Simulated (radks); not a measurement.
Results of a calculation; reference values are marked as such.
The zinc ion Zn+, configuration [Ar] 3d10 4s1. Code: a radial shooting solver on a logarithmic mesh with Libxc functionals. Model: scalar-relativistic Kohn-Sham, BLYP, spin-polarised, spherical densities, point nucleus; open shells are filled with parallel spins first.

Radial electron density D(r) = 4 pi r^2 rho(r):

| r (bohr) | D(r) (e/bohr) | spin D(r) |
|---|---|---|
| 0.005608 | 5.755 | 0.00262 |
| 0.006425 | 7.144 | 0.00324 |
| 0.007361 | 8.807 | 0.00397 |
| 0.008434 | 10.77 | 0.00483 |
| 0.009662 | 13.05 | 0.00581 |
| 0.01107 | 15.64 | 0.00689 |
| 0.01258 | 18.34 | 0.00798 |
| 0.01441 | 21.44 | 0.00917 |
| 0.01651 | 24.68 | 0.0103 |
| 0.01892 | 27.90 | 0.0113 |
| 0.02168 | 30.93 | 0.0120 |
| 0.02483 | 33.52 | 0.0122 |
| 0.02823 | 35.36 | 0.0118 |
| 0.03234 | 36.47 | 0.0107 |
| 0.03705 | 36.58 | 0.00876 |
| 0.04245 | 35.70 | 0.00618 |
| 0.04863 | 34.03 | 0.00329 |
| 0.05527 | 32.11 | 0.000825 |
| 0.06332 | 30.27 | -0.000697 |
| 0.07255 | 29.28 | -0.000159 |
| 0.08312 | 29.66 | 0.00320 |
| 0.09523 | 31.62 | 0.00953 |
| 0.1091 | 34.85 | 0.0179 |
| 0.124 | 38.28 | 0.0255 |
| 0.1421 | 41.15 | 0.0302 |
| 0.1628 | 42.02 | 0.0280 |
| 0.1865 | 40.13 | 0.0171 |
| 0.2136 | 35.62 | -0.000604 |
| 0.2448 | 29.63 | -0.0194 |
| 0.2782 | 24.25 | -0.0303 |
| 0.3187 | 20.42 | -0.0282 |
| 0.3651 | 19.38 | -0.0111 |
| 0.4183 | 20.75 | 0.0131 |
| 0.4793 | 23.05 | 0.0296 |
| 0.5447 | 24.50 | 0.0268 |
| 0.6241 | 24.13 | 0.00328 |
| 0.715 | 21.61 | -0.0270 |
| 0.8191 | 17.63 | -0.0384 |
| 0.9385 | 13.22 | -0.00689 |
| 1.075 | 9.254 | 0.0776 |
| 1.222 | 6.334 | 0.196 |
| 1.4 | 4.148 | 0.337 |
| 1.604 | 2.729 | 0.458 |
| 1.838 | 1.828 | 0.526 |
| 2.105 | 1.239 | 0.525 |
| 2.412 | 0.8273 | 0.460 |
| 2.741 | 0.5421 | 0.359 |
| 3.141 | 0.3205 | 0.242 |
| 3.598 | 0.1700 | 0.140 |
| 4.123 | 0.07884 | 0.0690 |
| 4.723 | 0.03116 | 0.0285 |
| 5.411 | 0.01023 | 0.00963 |
| 6.15 | 0.002960 | 0.00284 |
| 7.046 | 0.0006273 | 0.000611 |
| 8.073 | 0.0001010 | 0.0000994 |

D(r) has 3 maxima, at r = 0.0350, 0.159, 0.571 bohr, and minima at 0.0749, 0.359 bohr, inside which lie 2.09, 10.91 electrons.
